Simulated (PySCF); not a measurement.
Ligands exchanged one at a time, Al Br-OH. All species are isolated molecules in the gas phase. One relaxed conformer stands for each flexible species; it need not be the lowest. Strings in code marks are SMILES.

The HOMO from two functionals at the same geometries (PBE0-D4/def2-TZVP), both in PySCF: PBE-D3(BJ)/def2-TZVP and PBE0-D4/def2-TZVP. 

```csv
species,PBE-D3(BJ)/def2-TZVP (eV)
0 of 3 Br replaced by OH (`[Br][Al]([Br])[Br]`),-7.36
1 of 3 Br replaced by OH (`[OH][Al]([Br])[Br]`),-7.10
"2 of 3 Br replaced by OH (`[OH][Al]([OH])[Br]` (H–O–Al–Br torsion 0°, Br–Al–O–H torsion -180°))",-7.30
3 of 3 Br replaced by OH,-7.29
```

What does PBE0-D4/def2-TZVP give for each?


- 0 of 3 Br replaced by OH (`[Br][Al]([Br])[Br]`): -8.64
- 1 of 3 Br replaced by OH (`[OH][Al]([Br])[Br]`): -8.41
- 2 of 3 Br replaced by OH (`[OH][Al]([OH])[Br]` (H–O–Al–Br torsion 0°, Br–Al–O–H torsion -180°)): -8.64
- 3 of 3 Br replaced by OH: -9.02
Over these rows, drawn at random from the members with no instability flagged (it was tested for open shells, ions and some series alone), PBE minus PBE0-D4: mean +1.42 eV, from +1.28 eV to +1.73 eV.
